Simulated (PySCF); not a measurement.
The multiplicity is imposed and other spin states were not computed.

```xyz
5

Cu    -0.0446    -0.0857     0.0189
O     -1.8033    -2.3064     0.7369
C     -1.0864    -1.4533     0.4507
O      1.0025     1.2655    -0.4154
H      0.5807     2.1418    -0.3860
```

Charge 0, multiplicity 1.

Task: Give the Mulliken and meta-Löwdin atomic charges from PySCF with PBE-D3(BJ)/def2-TZVP // TPSS-D3(BJ)/def2-SVP.

Result: 
```json
[
 {"atom": "Cu1", "Mulliken (e)": "0.27", "meta-Löwdin (e)": "0.68"},
 {"atom": "O2", "Mulliken (e)": "0.02", "meta-Löwdin (e)": "-0.14"},
 {"atom": "C3", "Mulliken (e)": "-0.05", "meta-Löwdin (e)": "0.05"},
 {"atom": "O4", "Mulliken (e)": "-0.55", "meta-Löwdin (e)": "-0.93"},
 {"atom": "H5", "Mulliken (e)": "0.31", "meta-Löwdin (e)": "0.33"}
]
```
